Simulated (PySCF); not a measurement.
# Heteronuclear NMR

Cartesian coordinates in Å; atom numbers follow the order of the lines, from 1:
```xyz
21

C    -0.013    1.548   -1.624
C     0.636    0.646   -0.618
C     1.986    0.348   -0.742
C     2.611   -0.480    0.173
Cl    4.296   -0.839   -0.013
C     1.905   -1.024    1.231
C     0.562   -0.721    1.355
C    -0.091    0.108    0.450
C    -1.550    0.365    0.622
Si   -2.589   -0.981   -0.254
H     0.691    1.816   -2.407
H    -0.874    1.062   -2.081
H    -0.360    2.466   -1.150
H     2.557    0.761   -1.559
H     2.394   -1.670    1.942
H     0.003   -1.140    2.180
H    -1.797    0.348    1.685
H    -1.819    1.351    0.246
H    -2.288   -1.003   -1.687
H    -4.003   -0.663   -0.049
H    -2.266   -2.281    0.330
```

- geometry: GFN2-xTB
- PBE0/pcSseg-1 with gauge-including orbitals
- run in PySCF
- no relativistic terms, fast rotation and ring inversion assumed for equivalent nuclei, gas phase, one computed conformer

Task: Where does $^{29}$Si resonate?

Result: 
```tsv
atoms	environment	σ (ppm)	δ (ppm)
Si10	silicon bonded to C, 3 H	418.6	-64.1
```

Shieldings were converted by a linear fit to measured shifts: $^{29}$Si (scatter 8.9 ppm rms, 25.8 ppm with the 6 outliers that the fit left out vs TMS, solution or neat liquid). Occasional misses reach two or three times the rms, and more in compound classes unlike the fitted ones.

On a 300 MHz spectrometer $^{29}$Si resonates near 59.6 MHz, so 1 ppm is 59.6 Hz.
